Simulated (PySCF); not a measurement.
C7H14ClF.
Atom-mapped SMILES: `[CH3:1][CH:2]([CH3:3])[C@@H:4]([F:5])[C@H:6]([CH3:7])[CH2:8][Cl:9]` (hydrogens: H10, H11, H12 on C1; H13 on C2; H14, H15, H16 on C3; H17 on C4; H18 on C6; H19, H20, H21 on C7; H22, H23 on C8)

The same species was optimised twice, with GFN2-xTB and with PBE0-D3(BJ)/def2-SVP (PySCF), and the same property calculations (PySCF, gas phase) were run on both structures.

```csv
coordinate,GFN2-xTB,PBE0-D3(BJ)/def2-SVP,change
C4–C6 (Å),1.536,1.526,-0.010
C2–C4 (Å),1.534,1.524,-0.010
C8–Cl9 (Å),1.784,1.791,+0.007
C6–C8 (Å),1.528,1.523,-0.005
C1–C2 (Å),1.529,1.525,-0.004
C6–C7 (Å),1.529,1.526,-0.003
C4–F5 (Å),1.389,1.391,+0.002
C2–C3 (Å),1.526,1.524,-0.002
C6–C8–Cl9 (°),111.1,112.4,+1.3
C1–C2–C3 (°),110.2,111.4,+1.2
C4–C6–C8 (°),109.5,110.5,+1.0
C1–C2–C4 (°),109.0,109.9,+0.9
C4–C6–C7 (°),111.8,112.4,+0.6
C2–C4–C6 (°),116.1,116.6,+0.5
C2–C4–F5 (°),108.0,108.4,+0.4
C3–C2–C4 (°),111.8,111.5,-0.3
C1–C2–C4–F5 (°),61,58,-3
C2–C4–C6–C7 (°),-62,-59,+3
C4–C6–C8–Cl9 (°),-69,-65,+4
```

Rotational constants: A = 1795, B = 785.7, C = 735.9 MHz (GFN2-xTB) against A = 1813, B = 780.5, C = 732.7 MHz (PBE0-D3(BJ)/def2-SVP). Point groups within 0.08 Å: C1 and C1.

On the GFN2-xTB structure: HOMO (eV) -8.34 [PBE0/pcSseg-1]; LUMO (eV) 0.89 [PBE0/pcSseg-1]; dipole (D) 2.31 [PBE0/pcSseg-1]; GIAO shielding of C1 (ppm) 164.8 [PBE0/pcSseg-1]; GIAO shielding of C2 (ppm) 153.2 [PBE0/pcSseg-1]; GIAO shielding of C3 (ppm) 168.2 [PBE0/pcSseg-1]; GIAO shielding of C4 (ppm) 88.8 [PBE0/pcSseg-1]; GIAO shielding of F5 (ppm) 408.3 [PBE0/pcSseg-1]; GIAO shielding of C6 (ppm) 144.1 [PBE0/pcSseg-1]; GIAO shielding of C7 (ppm) 174.5 [PBE0/pcSseg-1]; GIAO shielding of C8 (ppm) 134.4 [PBE0/pcSseg-1].

What do these properties become on the PBE0-D3(BJ)/def2-SVP structure?

| property | level | on GFN2-xTB | on PBE0-D3(BJ)/def2-SVP | change |
| --- | --- | --- | --- | --- |
| HOMO (eV) | PBE0/pcSseg-1 | -8.34 | -8.34 | 0.00 |
| LUMO (eV) | PBE0/pcSseg-1 | 0.89 | 0.82 | -0.07 |
| dipole (D) | PBE0/pcSseg-1 | 2.31 | 2.43 | +0.12 |
| energy, GFN2-xTB geometry as zero (kcal/mol) | PBE0/pcSseg-1 | 0.0 | -0.7 | -0.7 |
| GIAO shielding of C1 (ppm) | PBE0/pcSseg-1 | 164.8 | 163.5 | -1.3 |
| GIAO shielding of C2 (ppm) | PBE0/pcSseg-1 | 153.2 | 153.2 | 0.0 |
| GIAO shielding of C3 (ppm) | PBE0/pcSseg-1 | 168.2 | 166.2 | -2.0 |
| GIAO shielding of C4 (ppm) | PBE0/pcSseg-1 | 88.8 | 89.7 | +0.9 |
| GIAO shielding of F5 (ppm) | PBE0/pcSseg-1 | 408.3 | 407.9 | -0.4 |
| GIAO shielding of C6 (ppm) | PBE0/pcSseg-1 | 144.1 | 145.1 | +1.0 |
| GIAO shielding of C7 (ppm) | PBE0/pcSseg-1 | 174.5 | 172.7 | -1.8 |
| GIAO shielding of C8 (ppm) | PBE0/pcSseg-1 | 134.4 | 132.6 | -1.8 |

The heavy atoms differ by 0.037 Å rms after alignment. Among bonds between heavy atoms C2–C4 and C4–C6 change most and about equally (-0.010 Å). Changes are differences of the printed values. Neither structure is proved a minimum here.

Shape of the structure used: `[CH3:1][CH:2]([CH3:3])[C@@H:4]([F:5])[C@H:6]([CH3:7])[CH2:8][Cl:9]`: C1–C2–C4–F5 58°, C2–C4–C6–C7 -59°, C4–C6–C8–Cl9 -65°.
